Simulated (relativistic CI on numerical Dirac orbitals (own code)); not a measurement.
**Ions with 11 electrons, Ga20+ to Sn39+**

Calculated at this level of theory: Dirac-Coulomb-Breit CI, separate exchange-only KLI orbitals for each configuration, model QED (radiative potential, 1s self-energy scaled to tabulated hydrogen-like ionisation energies), unscaled Slater integrals (own radial code, finite nucleus).

Configurations in the expansion (outside the closed core [Ne]): 3s, 3p, 3d, 4s, 4p, 4d, 4f. Levels of other configurations are missing.

Energies above each ion's lowest level, in eV. Levels are followed by their leading LS label, which can pass from one level to another where the coupling changes.

```
  Ion  3s 2S_1/2  3p 2P°_1/2  3p 2P°_3/2  3d 2D_3/2  3d 2D_5/2
Ga20+          0      45.319      51.576     112.61     113.65
Ge21+          0      47.523      54.833     118.69     119.94
As22+          0      49.739      58.229     124.91      126.4
Se23+          0      51.968      61.777     131.29     133.05
Br24+          0      54.209      65.486     137.82     139.89
Kr25+          0      56.465      69.371     144.53     146.95
Rb26+          0      58.735      73.442     151.43     154.24
Sr27+          0       61.02      77.713     158.54     161.78
Zr29+          0      65.637       86.91      173.4     177.66
Nb30+          0      67.971      91.864      181.2     186.04
Mo31+          0      70.323      97.076     189.26     194.74
Tc32+          0      72.693      102.56     197.59     203.78
Ru33+          0      75.082      108.34     206.22     213.19
Rh34+          0      77.492      114.42     215.17     222.97
Pd35+          0      79.922      120.83     224.44     233.16
Ag36+          0      82.373      127.59     234.07     243.78
Cd37+          0      84.846      134.71     244.06     254.85
In38+          0      87.343      142.21     254.45     266.39
Sn39+          0      89.863      150.11     265.24     278.44
```

The lowest level keeps the configuration 3s and J = 1/2 throughout.

Between Z = 47 and 50 the energy of 3p 2P°_1/2 follows a local power law Z^1.4. For orientation: electrostatic splittings inside a shell grow about linearly with the screened charge, excitations that change n as its square, and fine structure as its fourth power; written in Z itself the exponents are larger, since the screened charge grows faster in proportion.
